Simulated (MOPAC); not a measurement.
MOPAC input (MNDO):

```
MNDO PRECISE GNORM=0.05 LET XYZ UHF MS=0.5 GEO-OK AUX(PRECISION=9) THREADS=1
C4H9O

C    -1.58722249 1   -0.80952914 1   -0.38908962 1
C    -0.48787175 1    0.05899575 1    0.21979378 1
C    -0.42384481 1    1.43919865 1   -0.42801241 1
C     0.86316285 1   -0.65570489 1    0.11768014 1
O     1.92475347 1   -0.02209898 1    0.68583766 1
H    -2.56300861 1   -0.33247512 1   -0.28641935 1
H    -1.64188098 1   -1.78829026 1    0.09315440 1
H    -1.40967196 1   -0.97163039 1   -1.45621544 1
H    -0.69486554 1    0.18551367 1    1.28812278 1
H    -0.25903882 1    1.35279358 1   -1.50626041 1
H     0.39196110 1    2.02755006 1   -0.00737432 1
H    -1.35544788 1    1.98720571 1   -0.27682986 1
H     0.80810495 1   -1.69410506 1    0.49404897 1
H     1.14047726 1   -0.78753250 1   -0.95115926 1
```

Output:

```
 *******************************************************************************
 **                                                                           **
 **                              MOPAC v23.2.5                                **
 **                                                                           **
 *******************************************************************************
 ** MOPAC's Digital Object Identifier: https://doi.org/10.5281/zenodo.6511958 **
 **                                                                           **
 ** Please cite the open-source release paper for use of this MOPAC version:  **
 ** J. E. Moussa and J. J. P. Stewart (2026)                                  **
 ** MOPAC: An open-source semiempirical molecular orbital program             **
 ** J. Open Source Softw., 11(119), 8025, https://doi.org/10.21105/joss.08025 **
 *******************************************************************************

                              MNDO CALCULATION RESULTS

 *******************************************************************************
 *  MNDO       - The MNDO Hamiltonian to be used
 *  GEO-OK     - OVERRIDE INTERATOMIC DISTANCE AND OTHER SAFETY CHECKS
 *  UHF        - UNRESTRICTED HARTREE-FOCK CALCULATION
 *  MS=        - IN MECI, MAGNETIC COMPONENT OF SPIN =  0.5
 *  LET        - OVERRIDE SOME SAFETY CHECKS
 *  PRECISE    - TIGHTER CRITERIA TO BE USED
 *  XYZ        - CARTESIAN COORDINATE SYSTEM TO BE USED
 *  GNORM      - EXIT WHEN GRADIENT NORM DROPS BELOW 0.050
 *  AUX        - OUTPUT AUXILIARY INFORMATION
 *******************************************************************************
MNDO PRECISE GNORM=0.05 LET XYZ UHF MS=0.5 GEO-OK AUX(PRECISION=9) THREADS=1
 C4H9O

   ATOM   CHEMICAL          X               Y               Z
  NUMBER   SYMBOL      (ANGSTROMS)     (ANGSTROMS)     (ANGSTROMS)

     1       C         -1.58722249  *  -0.80952914  *  -0.38908962  *
     2       C         -0.48787175  *   0.05899575  *   0.21979378  *
     3       C         -0.42384481  *   1.43919865  *  -0.42801241  *
     4       C          0.86316285  *  -0.65570489  *   0.11768014  *
     5       O          1.92475347  *  -0.02209898  *   0.68583766  *
     6       H         -2.56300861  *  -0.33247512  *  -0.28641935  *
     7       H         -1.64188098  *  -1.78829026  *   0.09315440  *
     8       H         -1.40967196  *  -0.97163039  *  -1.45621544  *
     9       H         -0.69486554  *   0.18551367  *   1.28812278  *
    10       H         -0.25903882  *   1.35279358  *  -1.50626041  *
    11       H          0.39196110  *   2.02755006  *  -0.00737432  *
    12       H         -1.35544788  *   1.98720571  *  -0.27682986  *
    13       H          0.80810495  *  -1.69410506  *   0.49404897  *
    14       H          1.14047726  *  -0.78753250  *  -0.95115926  *

          CARTESIAN COORDINATES

    NO.       ATOM           X           Y           Z

     1         C         -1.5872     -0.8095     -0.3891
     2         C         -0.4879      0.0590      0.2198
     3         C         -0.4238      1.4392     -0.4280
     4         C          0.8632     -0.6557      0.1177
     5         O          1.9248     -0.0221      0.6858
     6         H         -2.5630     -0.3325     -0.2864
     7         H         -1.6419     -1.7883      0.0932
     8         H         -1.4097     -0.9716     -1.4562
     9         H         -0.6949      0.1855      1.2881
    10         H         -0.2590      1.3528     -1.5063
    11         H          0.3920      2.0276     -0.0074
    12         H         -1.3554      1.9872     -0.2768
    13         H          0.8081     -1.6941      0.4940
    14         H          1.1405     -0.7875     -0.9512

  H: (MNDO): M.J.S. DEWAR, W. THIEL, J. AM. CHEM. SOC., 99, 4899, (1977)
  C: (MNDO): M.J.S. DEWAR, W. THIEL, J. AM. CHEM. SOC., 99, 4899, (1977)
  O: (MNDO): M.J.S. DEWAR, W. THIEL, J. AM. CHEM. SOC., 99, 4899, (1977)

           Empirical Formula: C4 H9 O  =    14 atoms

      MOLECULAR POINT GROUP   :   C1

          UHF CALCULATION, NO. OF ALPHA ELECTRONS =   16
                           NO. OF BETA  ELECTRONS =   15

          Geometry optimization using EF

          DIAGONAL MATRIX USED AS START HESSIAN

 CYCLE:     1  GRAD.:    64.657 HEAT: -14.90886
 CYCLE:     2  GRAD.:   195.852 HEAT: -7.517575
 CYCLE:     3  GRAD.:   212.238 HEAT:  2.975594
 CYCLE:     4  GRAD.:   128.427 HEAT: -13.50857
 CYCLE:     5  GRAD.:   393.492 HEAT:  19.28498
 CYCLE:     6  GRAD.:   177.768 HEAT: -9.849472
 CYCLE:     7  GRAD.:   416.495 HEAT:  20.79356
 CYCLE:     8  GRAD.:   268.436 HEAT:  1.929395
 CYCLE:     9  GRAD.:   281.025 HEAT:  3.732239
 CYCLE:    10  GRAD.:   291.077 HEAT:  3.377594
 CYCLE:    11  GRAD.:   268.745 HEAT:  6.109833
 CYCLE:    12  GRAD.:   378.083 HEAT:  14.39909
 CYCLE:    13  GRAD.:   311.474 HEAT:  3.047219
 CYCLE:    14  GRAD.:   254.622 HEAT: 0.8549518
 CYCLE:    15  GRAD.:   311.092 HEAT:  10.79274
 CYCLE:    16  GRAD.:   219.195 HEAT: -3.536997
 CYCLE:    17  GRAD.:   273.561 HEAT:  3.047759
 CYCLE:    18  GRAD.:   236.265 HEAT:-0.8448241
 CYCLE:    19  GRAD.:   261.370 HEAT:  2.120577
 CYCLE:    20  GRAD.:   222.369 HEAT: -3.402153
 CYCLE:    21  GRAD.:   224.761 HEAT:-0.7972913
 CYCLE:    22  GRAD.:   252.562 HEAT:-0.3364449
 CYCLE:    23  GRAD.:   271.558 HEAT:  9.740987
 CYCLE:    24  GRAD.:   277.083 HEAT: 0.5202718
 CYCLE:    25  GRAD.:   291.942 HEAT:  3.984176
 CYCLE:    26  GRAD.:   192.605 HEAT: -6.524046
 CYCLE:    27  GRAD.:   166.940 HEAT: -10.26759
 CYCLE:    28  GRAD.:   284.742 HEAT:  6.006446
 CYCLE:    29  GRAD.:   106.878 HEAT: -15.21100
 CYCLE:    30  GRAD.:    50.962 HEAT: -17.54446
 CYCLE:    31  GRAD.:     6.473 HEAT: -18.34575
 CYCLE:    32  GRAD.:     5.288 HEAT: -18.34961
 CYCLE:    33  GRAD.:     0.949 HEAT: -18.36899
 CYCLE:    34  GRAD.:     0.582 HEAT: -18.37027
 CYCLE:    35  GRAD.:     1.367 HEAT: -18.37314
 CYCLE:    36  GRAD.:     1.917 HEAT: -18.37836
 CYCLE:    37  GRAD.:     1.566 HEAT: -18.38332
 CYCLE:    38  GRAD.:     0.787 HEAT: -18.38672
 CYCLE:    39  GRAD.:     1.178 HEAT: -18.39033
 CYCLE:    40  GRAD.:     1.330 HEAT: -18.39331
 CYCLE:    41  GRAD.:     0.782 HEAT: -18.39610
 CYCLE:    42  GRAD.:     0.429 HEAT: -18.39700
 CYCLE:    43  GRAD.:     0.158 HEAT: -18.39721
 CYCLE:    44  GRAD.:     0.074 HEAT: -18.39728
 CYCLE:    45  GRAD.:     0.072 HEAT: -18.39737
 CYCLE:    46  GRAD.:     0.059 HEAT: -18.39742
 CYCLE:    47  GRAD.:     0.046 HEAT: -18.39746

     GRADIENT =  0.04591 IS LESS THAN CUTOFF =  0.05000

 -------------------------------------------------------------------------------
 MNDO PRECISE GNORM=0.05 LET XYZ UHF MS=0.5 GEO-OK AUX(PRECISION=9) THREADS=1
 C4H9O

     GEOMETRY OPTIMISED USING EIGENVECTOR FOLLOWING (EF).
     SCF FIELD WAS ACHIEVED

                              MNDO CALCULATION
                                                       MOPAC v23.2.5 Linux

          FINAL HEAT OF FORMATION =        -18.39750 KCAL/MOL =     -76.97512 KJ/MOL

          COSMO AREA              =        123.44 SQUARE ANGSTROMS
          COSMO VOLUME            =        112.48 CUBIC ANGSTROMS

          GRADIENT NORM           =          0.04591          =       0.01227 PER ATOM
          IONIZATION POTENTIAL    =         10.991018 EV
          ALPHA SOMO LUMO (EV)    =        -11.420  3.054
          BETA  SOMO LUMO (EV)    =        -10.991 -0.532
          NO. OF ALPHA ELECTRONS  =         16
          NO. OF BETA  ELECTRONS  =         15
          MOLECULAR WEIGHT        =         73.1145         POINT GROUP:  C1

          MOLECULAR DIMENSIONS (Angstroms)

            Atom       Atom       Distance
            H     6    O     5     4.62957
            H    13    H    11     3.88788
            H    10    H     9     2.73544

          SCF CALCULATIONS        =         48

   ATOM   CHEMICAL          X               Y               Z
  NUMBER   SYMBOL      (ANGSTROMS)     (ANGSTROMS)     (ANGSTROMS)

     1       C         -1.60189325  *  -0.81216926  *  -0.36613714  *
     2       C         -0.46201479  *   0.06612492  *   0.18692449  *
     3       C         -0.45332695  *   1.46871589  *  -0.45110368  *
     4       C          0.91648296  *  -0.66645457  *   0.07438144  *
     5       O          1.93179420  *  -0.07404360  *   0.75288001  *
     6       H         -2.58521804  *  -0.31683236  *  -0.23227578  *
     7       H         -1.65435264  *  -1.78383519  *   0.16687435  *
     8       H         -1.47961652  *  -1.02802962  *  -1.44690874  *
     9       H         -0.67273736  *   0.20856666  *   1.27786926  *
    10       H         -0.22249064  *   1.43300948  *  -1.53525817  *
    11       H          0.29437643  *   2.12982071  *   0.03141859  *
    12       H         -1.44085277  *   1.96116781  *  -0.33541994  *
    13       H          0.81515540  *  -1.71904099  *   0.46719899  *
    14       H          1.21340758  *  -0.77912180  *  -1.00612524  *

                             CARTESIAN COORDINATES

   1    C       -1.601893247    -0.812169258    -0.366137144
   2    C       -0.462014788     0.066124921     0.186924489
   3    C       -0.453326949     1.468715887    -0.451103684
   4    C        0.916482962    -0.666454574     0.074381438
   5    O        1.931794198    -0.074043598     0.752880006
   6    H       -2.585218035    -0.316832355    -0.232275782
   7    H       -1.654352639    -1.783835193     0.166874354
   8    H       -1.479616522    -1.028029616    -1.446908740
   9    H       -0.672737362     0.208566663     1.277869262
  10    H       -0.222490639     1.433009482    -1.535258168
  11    H        0.294376434     2.129820710     0.031418593
  12    H       -1.440852766     1.961167808    -0.335419940
  13    H        0.815155405    -1.719040985     0.467198987
  14    H        1.213407581    -0.779121797    -1.006125243

           Empirical Formula: C4 H9 O  =    14 atoms

      MOLECULAR POINT GROUP   :   C1

          ALPHA EIGENVALUES
 -42.49225 -37.28437 -29.44228 -27.05278 -21.58691 -16.96801 -16.45587 -15.75259
 -15.14487 -14.17014 -13.79678 -13.73914 -12.88851 -12.61355 -12.19356 -11.41978
   3.05361   3.26589   3.53770   3.79477   4.05788   4.13947   4.38508   4.44863
   4.62587   5.15345   5.30596   5.55597   5.68030

           BETA EIGENVALUES
 -40.96426 -36.31860 -29.44163 -26.32024 -21.42372 -16.23893 -15.76294 -15.54665
 -14.58384 -14.01477 -13.74159 -13.49404 -12.68251 -12.46333 -10.99102  -0.53204
   3.12813   3.37600   3.60649   3.90598   4.06123   4.19864   4.39471   4.47651
   4.64626   5.19421   5.49500   5.64980   5.81303

              NET ATOMIC CHARGES AND DIPOLE CONTRIBUTIONS

  ATOM NO.   TYPE          CHARGE      No. of ELECS.   s-Pop       p-Pop
    1          C           0.039652        3.9603     1.22146     2.73889
    2          C          -0.101934        4.1019     1.22832     2.87361
    3          C           0.042771        3.9572     1.22070     2.73653
    4          C           0.100850        3.8991     1.22386     2.67529
    5          O          -0.163273        6.1633     1.91933     4.24395
    6          H          -0.001498        1.0015     1.00150
    7          H          -0.007309        1.0073     1.00731
    8          H          -0.005074        1.0051     1.00507
    9          H           0.024982        0.9750     0.97502
   10          H          -0.006681        1.0067     1.00668
   11          H           0.003204        0.9968     0.99680
   12          H          -0.004782        1.0048     1.00478
   13          H           0.042812        0.9572     0.95719
   14          H           0.036281        0.9637     0.96372
 DIPOLE           X         Y         Z       TOTAL
 POINT-CHG.    -0.787    -0.583    -0.646     1.173
 HYBRID        -0.341    -0.195    -0.146     0.420
 SUM           -1.129    -0.778    -0.792     1.583

          ATOMIC ORBITAL ELECTRON POPULATIONS

     Atom    s        px        py        pz
    1  C   1.22146   0.91243   0.91225   0.91421
    2  C   1.22832   0.94912   0.96154   0.96295
    3  C   1.22070   0.92356   0.90051   0.91246
    4  C   1.22386   0.86496   0.90472   0.90561
    5  O   1.91933   1.50368   1.51554   1.22473
    6  H   1.00150
    7  H   1.00731
    8  H   1.00507
    9  H   0.97502
   10  H   1.00668
   11  H   0.99680
   12  H   1.00478
   13  H   0.95719
   14  H   0.96372

                    (SZ)    =    0.500000
                    (S**2)  =    0.754411

          ATOMIC ORBITAL SPIN POPULATIONS

    Atom   Total    s     px     py     pz
         Atomic
    1  C -0.0008 -0.000 -0.000 -0.000 -0.000
    2  C  0.0014 -0.000  0.001  0.001  0.000
    3  C -0.0007 -0.000 -0.000 -0.000 -0.000
    4  C -0.0907 -0.009 -0.016 -0.029 -0.036
    5  O  0.9417  0.008  0.046  0.323  0.565
    6  H  0.0000  0.000
    7  H  0.0001  0.000
    8  H  0.0001  0.000
    9  H -0.0007 -0.001
   10  H  0.0001  0.000
   11  H  0.0000  0.000
   12  H  0.0001  0.000
   13  H  0.0823  0.082
   14  H  0.0673  0.067

 **********************
 *                    *
 * JOB ENDED NORMALLY *
 *                    *
 **********************

 == MOPAC DONE ==
```

The geometry given is a B3LYP-D3(BJ)/def2-TZVP minimum.
